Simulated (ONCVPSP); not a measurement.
Varying the ONCV potential for Fe (Z = 26)

Base potential:

Fe, optimised norm-conserving Vanderbilt (ONCV), made with ONCVPSP 4.0.1 (PBE, scalar-relativistic). Core [Ne], reference 3s2 3p6 3d6 4s2. Waves: 3s+4s: rc 1.40 bohr, ncon 4, nbas 8, qcut 9.2 1/bohr, 2 projectors; 3p: rc 1.05 bohr, ncon 4, nbas 8, qcut 10.6 1/bohr, 1 projector; 3d: rc 1.00 bohr, ncon 4, nbas 9, qcut 16.5 1/bohr, 2 projectors, debl 1.8 Ha. Local part: polynomial inside 0.95 bohr (lpopt 5, dvloc0 0 Ha). Core correction: Teter function, fcfact 4.25, rcfact 1.15.

Cutoffs, loose and tight: the cutoffs (Ha) at which the residual kinetic energy of the hardest occupied pseudo-wave falls to 1 and 0.1 mHa per electron. They do not see the model core or the augmentation charge, which bear on the density cutoff. Test errors are all-electron minus pseudo excitation energies from the reference, over the configurations 3s2 3p6 3d6 4s1; 3s2 3p6 3d6 4s0; 3s2 3p6 3d5 4s0; 3s2 3p6 3d5 4s2. A dash means not determined; rows that change the core or the reference have their own tests.

| change | outcome | cutoff, loose | cutoff, tight | bound ghosts | GHOST(+) flags above zero | largest test error (meV) |
| --- | --- | --- | --- | --- | --- | --- |
| base | generated | 96 Ha | 110 Ha | none | none | +7.1 |
| d: qcut 22.8 | generated | 102 Ha | 117 Ha | none | none | +6.6 |
| p: rc 0.82; local potential polynomial inside 0.82 bohr (lpopt 5, dvloc0 0 Ha) | generated | 96 Ha | 246 Ha | none | none | +6.8 |
| local potential polynomial inside 0.95 bohr (lpopt 5, dvloc0 3.5 Ha) | generated | 96 Ha | 110 Ha | none | none | +7.4 |
| all radii but the core radius scaled by about 1.34 (s 1.88, p 1.40, d 1.34 bohr); local potential polynomial inside 1.26 bohr (lpopt 5, dvloc0 0 Ha) | generated | 73 Ha | 85 Ha | none | none | +12 |
| d: nbas 8 | generated | 96 Ha | 110 Ha | none | none | +7.0 |
| d: debl 0.45 | generated | 96 Ha | 110 Ha | none | none | +7.0 |
| core correction Teter function, fcfact 4.25, rcfact 1.5 | generated | 96 Ha | 110 Ha | none | none | +7.2 |
